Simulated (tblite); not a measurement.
C₈H₁₅P.
SMILES with atom numbers: `[CH2:1]=[CH:2][P:3]1[C@H:4]([CH3:5])[CH2:6][CH2:7][C@@H:8]1[CH3:9]` (hydrogens: H10, H11 on C1; H12 on C2; H13 on C4; H14, H15, H16 on C5; H17, H18 on C6; H19, H20 on C7; H21 on C8; H22, H23, H24 on C9)

Structure optimised with GFN2-xTB, isolated species.

Problem. Give the optimised bond lengths and angles.

Solution. 
```json
{"bond": "C1=C2", "length (pm)": "132.3"}
{"bond": "C2–P3", "length (pm)": "182.7"}
{"bond": "P3–C4", "length (pm)": "189.6"}
{"bond": "C4–C5, C8–C9", "length (pm)": "152.5"}
{"bond": "C4–C6, C7–C8", "length (pm)": "153.0"}
{"bond": "C6–C7", "length (pm)": "152.4"}
{"bond": "P3–C8", "length (pm)": "188.2"}
{"bond": "C1–H10", "length (pm)": "107.8"}
{"bond": "C1–H11", "length (pm)": "107.9"}
{"bond": "C2–H12", "length (pm)": "108.5"}
{"bond": "C4–H13, C8–H21", "length (pm)": "109.6"}
{"bond": "C5–H14 and 5 like bonds", "length (pm)": "108.9"}
{"bond": "C6–H17, C7–H19", "length (pm)": "109.2"}
{"bond": "C6–H18, C7–H20", "length (pm)": "109.2"}
```

Bonds in one row agree within 1 pm and their mean is given. A selection of angles:
```json
{"angle": "C2–C1–H10", "degrees": "121.3"}
{"angle": "C2–C1–H11", "degrees": "122.5"}
{"angle": "H10–C1–H11", "degrees": "116.3"}
{"angle": "C1–C2–P3", "degrees": "122.0"}
{"angle": "C1–C2–H12", "degrees": "120.8"}
{"angle": "P3–C2–H12", "degrees": "117.2"}
{"angle": "C2–P3–C4", "degrees": "96.9"}
{"angle": "C4–P3–C8", "degrees": "91.9"}
{"angle": "P3–C4–C5", "degrees": "111.0"}
{"angle": "P3–C4–C6", "degrees": "106.9"}
{"angle": "P3–C4–H13", "degrees": "107.3"}
{"angle": "C5–C4–C6", "degrees": "112.8"}
{"angle": "C5–C4–H13", "degrees": "109.0"}
{"angle": "C6–C4–H13", "degrees": "109.7"}
{"angle": "C4–C5–H14", "degrees": "110.5"}
{"angle": "H14–C5–H15", "degrees": "108.5"}
{"angle": "H15–C5–H16", "degrees": "108.5"}
{"angle": "C4–C6–C7", "degrees": "107.6"}
{"angle": "C4–C6–H17", "degrees": "110.8"}
{"angle": "C4–C6–H18", "degrees": "109.5"}
{"angle": "C7–C6–H17", "degrees": "111.3"}
{"angle": "C7–C6–H18", "degrees": "109.8"}
{"angle": "H17–C6–H18", "degrees": "107.9"}
{"angle": "C6–C7–H19", "degrees": "109.3"}
{"angle": "C6–C7–H20", "degrees": "111.4"}
{"angle": "C8–C7–H19", "degrees": "110.1"}
{"angle": "C8–C7–H20", "degrees": "110.8"}
{"angle": "C7–C8–C9", "degrees": "112.3"}
{"angle": "C7–C8–H21", "degrees": "111.0"}
{"angle": "C9–C8–H21", "degrees": "108.5"}
{"angle": "P3–C8–C9", "degrees": "109.6"}
{"angle": "P3–C8–H21", "degrees": "108.7"}
{"angle": "C8–C9–H23", "degrees": "110.1"}
```

Torsions: C1–C2–P3–C4 114° (anticlinal); C2–P3–C4–C5 -127° (anticlinal); P3–C4–C6–C7 -35° (synclinal); C4–C6–C7–C8 48° (synclinal); C6–C7–C8–C9 82° (synclinal); C2–P3–C8–C7 -82° (synclinal).

Of the pairs four or more bonds apart, H18···H24 is among the closest relative to their van der Waals radii: 2.33 Å, 97 % of the sum of Bondi's values. The 5-membered ring P3–C4–C6–C7–C8 has internal angles of 91.9° to 107.6°; it is puckered, 0.19 Å rms from its mean plane, widest ring torsion 48°. P3 (phosphine phosphorus) is pyramidal (angles 97.7°, 96.9° and 91.9°, sum 286.6°, 0.97 Å off the plane of its three neighbours). The C–P distances run from 1.827 Å (C2–P3, drawn single) to 1.896 Å (P3–C4, drawn single), a spread of 0.069 Å. The C–C distances run from 1.323 Å (C1=C2, drawn double) to 1.531 Å (C7–C8, drawn single), a spread of 0.208 Å.

Point group: C1 (no symmetry element, even within 0.4 Å). Its GFN2-xTB frequencies are all real (lowest 29 cm⁻¹). The numbers are those of one conformer.

The numbers are calculated, not measured.
